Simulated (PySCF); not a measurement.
## Cost of excited-state runs on SMILES C(=C)/C=C(\C)CNC=O, C$_{7}$H$_{11}$NO

Bonds (- single, = double, # triple, : aromatic): C1=C2, C2-C3, C3=C4, C4-C5, C4-C6, C6-N7, N7-C8, C8=O9. C1 carries H10, H11; C2 carries H12; C3 carries H13; C5 carries H14, H15, H16; C6 carries H17, H18; N7 carries H19; C8 carries H20. Stereochemistry as in C=C/C=C(\C)CNC=O. H11 is cis to C3; H10 is trans to C3.

PySCF with density fitting, on 1 thread of an Arm Neoverse V1, shared host. Command: `OMP_NUM_THREADS=1 python excited_run.py task.json out`

(1) How long does each of these runs take, and how much memory?
- magnetisability and related constants, BP86/STO-3G; IEF-PCM cyclohexane
- magnetisability and related constants, KT3/pcSseg-1; writes grids

Answers

(1) 
| run | level | basis functions | wall time | peak memory (GiB) |
| --- | --- | --- | --- | --- |
| magnetisability and related constants | BP86/STO-3G | 56 | 9.7 s | 0.56 |
| magnetisability and related constants | KT3/pcSseg-1 | 208 | 70 s | 0.69 |

Times from a shared host are rough.
